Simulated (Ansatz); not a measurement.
Input file for `O[Si](O)(Cl)[SiH](Cl)Cl`:

```yaml
crystal:
  periodic: [false, false, false]
  atoms:
    - {symbol: O, position_ang: [-0.980374, 0.008709, 1.721833]}
    - {symbol: Si, position_ang: [0.276036, 0.122637, 0.685317]}
    - {symbol: O, position_ang: [0.937352, 1.597362, 0.824547]}
    - {symbol: Cl, position_ang: [1.616901, -1.374726, 1.124459]}
    - {symbol: Si, position_ang: [-0.367770, -0.142443, -1.543479]}
    - {symbol: Cl, position_ang: [1.278745, -0.299529, -2.745365]}
    - {symbol: Cl, position_ang: [-1.447331, -1.889648, -1.619630]}
    - {symbol: H, position_ang: [-1.299254, -0.867185, 1.948647]}
    - {symbol: H, position_ang: [1.211738, 1.910999, 1.689257]}
    - {symbol: H, position_ang: [-1.226033, 0.933835, -2.085585]}
basis:
  gaussian: {orbitals: def2-TZVPP}
correlation: {method: ccsd_t}
```

```sh
$ ansatz run in.yaml --threads 2 --pin off --events-out ev --progress --plain --max-ram 32768MiB --backend cuda --devices 0, --max-vram 18GiB
```

Output of Ansatz, abridged:

```
Functional definition: HF
1886 factors; integrals over basis functions are off by at most 9.1e-4 eV
mean field evaluation 1: about -57362.8555 eV, gradient 5.0e1 eV
mean field evaluation 2: about -57363.3111 eV, gradient 5.1e1 eV
mean field evaluation 4: about -57368.3249 eV, gradient 3.6e0 eV
mean field evaluation 8: about -57368.4085 eV, gradient 3.2e-1 eV
mean field -57368.40887300 eV, -2108.2501403784 hartree, gradient 6.6e-6 eV, S^2 0.000000; 0 other end points of the search recorded, 0 dependent functions left out
27 core orbitals not correlated: weight in the atoms' cores, before any rotation towards them, 1.000 or more for the frozen orbitals, at most 0.000 for the correlated occupied ones
reference -57368.40887300 eV, -2108.2501403784 hartree; 22, 22 occupied and 265, 265 virtual orbitals, 1886 factors
second order -34.56248566 eV of doubles, -0.00000000 eV of singles
cycle   1  -35.38137031 eV  change   -8.2e-1 eV  update   1.2e-1
cycle   2  -36.11586257 eV  change   -7.3e-1 eV  update   3.3e-2
cycle   3  -36.27559271 eV  change   -1.6e-1 eV  update   1.7e-2
cycle   4  -36.25737676 eV  change    1.8e-2 eV  update   3.7e-3
cycle   5  -36.25483688 eV  change    2.5e-3 eV  update   1.7e-3
cycle   6  -36.25557720 eV  change   -7.4e-4 eV  update   5.2e-4
cycle   7  -36.25532112 eV  change    2.6e-4 eV  update   2.0e-4
cycle   8  -36.25526733 eV  change    5.4e-5 eV  update   5.8e-5
cycle   9  -36.25529587 eV  change   -2.9e-5 eV  update   2.3e-5
perturbative correction -1.48401968 eV, -0.0545367175 hartree
Total energy: -57406.14818855 eV, -2109.6370346444 hartree
```

Hardware: 2 threads of an AMD EPYC 7R13 on a shared host and a share of an NVIDIA H100 80 GB. Wall time 18 s, peak host memory 0.85 GiB.

MP2 recovers 91.6 % of the CCSD(T) correlation energy and the triples give 3.9 %; T1 = 0.0108.
